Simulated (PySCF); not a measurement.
**`c1(O)cccc(C(C)=O)c1`, C₈H₈O₂**

Cartesian coordinates in Å; atom numbers follow the order of the lines, from 1:
```xyz
18

C     2.6643   -0.9716    0.1815
C     2.0504    0.4058    0.1198
O     2.7416    1.3988    0.1725
C     0.5616    0.5204   -0.0081
C     0.0029    1.8015   -0.0505
C    -1.3759    1.9496   -0.1689
C    -2.2059    0.8354   -0.2467
C    -1.6543   -0.4497   -0.2057
O    -2.4985   -1.4990   -0.2853
C    -0.2713   -0.6027   -0.0858
H     3.7515   -0.8683    0.2774
H     2.4305   -1.5473   -0.7274
H     2.2726   -1.5382    1.0405
H     0.6744    2.6591    0.0114
H    -1.8169    2.9487   -0.2017
H    -3.2889    0.9347   -0.3403
H    -1.9957   -2.3192   -0.2476
H     0.1503   -1.6111   -0.0540
```

Method: PySCF 2.14.0, quadratic response CAM-B3LYP/aug-cc-pVDZ first hyperpolarisability, Taylor convention, gas phase. Geometry: PBE0-D3(BJ)/def2-SVP.

Question: Give the tensor of the static β(0;0,0) in the axes of these coordinates.

Answer: In au, Taylor convention; rows are the first index (the induced dipole):
```csv
,xx,yy,zz,xy,xz,yz
x,-323.8,-54.4,+16.5,+10.8,-31.7,+1.2
y,+10.8,-57.1,-9.0,-54.4,+1.2,-5.1
z,-31.7,-5.1,+3.8,+1.2,+16.5,-9.0
```
Norm of βᵢ = ⅓ Σⱼ (βᵢⱼⱼ + βⱼᵢⱼ + βⱼⱼᵢ): 367.4 au, hyper-Rayleigh value 147.8 au.
